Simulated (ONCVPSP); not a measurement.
## sulfur: one change to an ONCV potential, before and after

| Property | Result |
| --- | --- |
| Element | S |
| Generator | ONCVPSP 4.0.1 |
| Type | optimised norm-conserving Vanderbilt (ONCV) |
| Functional | PBE |
| Relativity | scalar-relativistic |
| Frozen core | [Ne] |
| Valence charge | 6 |
| Reference configuration | 3s1.5 3p4.5 |
| Partial waves | 3s: rc 1.20 bohr, ncon 3, nbas 8, qcut 5.9 1/bohr, 1 projector; 3p: rc 1.25 bohr, ncon 4, nbas 8, qcut 6.7 1/bohr, 2 projectors, debl 2.3 Ha; d scattering state at 0.04 Ha: rc 0.95 bohr, ncon 5, nbas 8, qcut 10 1/bohr, 3 projectors, debl 3.6 Ha |
| Local potential | polynomial inside 0.75 bohr (lpopt 5, dvloc0 3 Ha) |
| Core correction | none |

Change: local potential polynomial inside 0.75 bohr (lpopt 5, dvloc0 2 Ha).

Cutoffs: the cutoffs (Ha) at which the residual kinetic energy of the hardest occupied pseudo-wave falls to 1 and 0.1 mHa per electron; they do not see the model core or the augmentation charge, which bear on the density cutoff. Errors are all-electron minus pseudo energies relative to the spin-unpolarised reference configuration.

**Question.** How do hardness, ghosts and transferability respond?

**Answer.** The potential gets neither clearly harder nor softer (13 Ha and 75 Ha → 13 Ha and 75 Ha); a bound ghost appears in s, which as a rule spoils a file; the lowest positive-energy flag moves from s at 2.7 eV to d at 156.1 eV; the number of tests with a reliable result goes from 4 to 3; of the 3 tests that both files solve, the error grows in 2 and shrinks in 0 by more than 15 % and 0.3 meV (median size 1.7 → 2.2 meV). In the separable form a ghost depends on how the local part lies against the semilocal potential of the channel, so the choice of the local part can create or remove one.

```tsv
quantity	base	changed
cutoff, loose	13 Ha	13 Ha
cutoff, tight	75 Ha	75 Ha
bound ghosts	none	s
GHOST(+) flags under 300 eV	s at 2.7 eV, d at 161.9 eV	d at 156.1 eV
tests with a reliable result	4 of 4	3 of 4
error for 3s2 3p4, meV [ΔE -5.14 eV]	+1.7	+2.2
error for 3s2 3p3, meV [ΔE 6.63 eV]	+1.9	+3.8
error for 3s2 3p3.5, meV [ΔE -0.48 eV]	+0.9	+0.9
s: phases at 1.22 bohr within 0.05 rad from the reference energy up to (Ha; the scan ends near 5)	-0.2	-0.4
p: phases at 1.27 bohr within 0.05 rad from the reference energy up to (Ha; the scan ends near 5)	to the end of the scan	to the end of the scan
d: phases at 0.96 bohr within 0.05 rad from the reference energy up to (Ha; the scan ends near 5)	to the end of the scan	to the end of the scan
```

Base: The cutoffs count occupied waves only; projector 2 of the p channel, the hardest unoccupied one, needs 154 Ha at the loose tolerance. Changed file: The cutoffs count occupied waves only; projector 2 of the p channel, the hardest unoccupied one, needs 154 Ha at the loose tolerance. A true bound ghost makes a file unfit for plane-wave use even where its test errors are small: the radial tests pick states by their node count and pass the ghost by.
